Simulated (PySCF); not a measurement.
Partial charges of `C=NC1=CC=CC(=O)C1=O`

C7H5NO2.
Z-matrix (Å and degrees, GFN2-xTB geometry), rows numbered from 1:
```
C 
N   1  1.2566
C   2  1.3400  1  129.67
C   3  1.3637  2  125.30  1  -138.43
C   4  1.4180  3  121.32  2  -176.39
C   5  1.3552  4  122.91  3     2.74
C   6  1.4411  5  121.75  4     0.24
O   7  1.2155  6  125.37  5   167.62
C   3  1.4992  2  114.81  1    41.63
O   9  1.2048  3  120.71  2   -12.81
H   1  1.0886  2  124.42  3    18.68
H   1  1.0809  2  117.99  3  -164.60
H   4  1.0792  3  119.32  2     7.21
H   5  1.0808  4  117.48  3  -177.53
H   6  1.0792  5  121.58  4   179.61
```

Density: PBE0/pcSseg-1 (PySCF); schemes: Mulliken, IAO, Hirshfeld and ESP-fitted. Geometry: GFN2-xTB, one conformer, isolated molecule.

Problem. What partial charge does each atom carry?

Solution. In e:

| atom | environment | Mulliken | IAO | Hirshfeld | ESP-fitted |
| --- | --- | --- | --- | --- | --- |
| C1 | imine carbon | +0.073 | -0.073 | +0.039 | +0.210 |
| N2 | imine nitrogen | -0.416 | -0.209 | -0.122 | -0.500 |
| C3 | vinylic carbon bearing nitrogen | +0.053 | +0.067 | +0.041 | +0.393 |
| C4 | alkene CH carbon | -0.041 | -0.188 | -0.060 | -0.488 |
| C5 | alkene CH carbon | -0.030 | -0.104 | -0.018 | +0.055 |
| C6 | alkene CH carbon | -0.137 | -0.233 | -0.075 | -0.516 |
| C7 | ketone carbonyl carbon | +0.256 | +0.310 | +0.130 | +0.550 |
| O8 | ketone oxygen | -0.322 | -0.362 | -0.209 | -0.442 |
| C9 | ketone carbonyl carbon | +0.291 | +0.309 | +0.151 | +0.389 |
| O10 | ketone oxygen | -0.309 | -0.335 | -0.172 | -0.408 |
| H11 | hydrogen on a C=N carbon | +0.124 | +0.142 | +0.053 | +0.066 |
| H12 | hydrogen on a C=N carbon | +0.132 | +0.166 | +0.066 | +0.081 |
| H13 | vinylic hydrogen | +0.102 | +0.170 | +0.056 | +0.240 |
| H14 | vinylic hydrogen | +0.111 | +0.170 | +0.065 | +0.153 |
| H15 | vinylic hydrogen | +0.113 | +0.172 | +0.055 | +0.216 |

Mean size of the charges over all atoms: ESP-fitted 0.314 e, IAO 0.201 e, Mulliken 0.167 e, Hirshfeld 0.087 e. Each set sums to the total charge, 0, to within 0.001 e. The Mulliken scheme gives each basis function's population to the atom it is centred on and halves the overlap population of two atoms between them. The Hirshfeld scheme divides the density at each point in proportion to the densities of the neutral, spherically averaged free atoms.

Lowest charge. The schemes don't all agree: Mulliken N2 (-0.416); IAO O8 (-0.362); Hirshfeld O8 (-0.209); ESP-fitted C6 (-0.516).

Highest charge. The schemes don't all agree: Mulliken C9 (+0.291); IAO C7 (+0.310); Hirshfeld C9 (+0.151); ESP-fitted C7 (+0.550).

Problem. How many electrons does the IAO scheme count on C5?

Solution. Z − q = 6 − (-0.104) = 6.104.

Problem. How closely do the schemes follow one another over all atoms?

Solution. Correlation coefficient and root-mean-square difference: Mulliken with Hirshfeld 0.96, 0.108 e; IAO with Hirshfeld 0.96, 0.124 e; Mulliken with IAO 0.91, 0.089 e; Hirshfeld with ESP-fitted 0.89, 0.270 e; IAO with ESP-fitted 0.88, 0.194 e; Mulliken with ESP-fitted 0.86, 0.208 e.

Problem. Sum the charges by element, for elements with more than one atom.

Solution. 
```json
{"element": "C", "atoms": "7", "Mulliken": "+0.465", "IAO": "+0.088", "Hirshfeld": "+0.209", "ESP-fitted": "+0.594"}
{"element": "O", "atoms": "2", "Mulliken": "-0.631", "IAO": "-0.697", "Hirshfeld": "-0.382", "ESP-fitted": "-0.850"}
{"element": "H", "atoms": "5", "Mulliken": "+0.582", "IAO": "+0.819", "Hirshfeld": "+0.295", "ESP-fitted": "+0.757"}
```
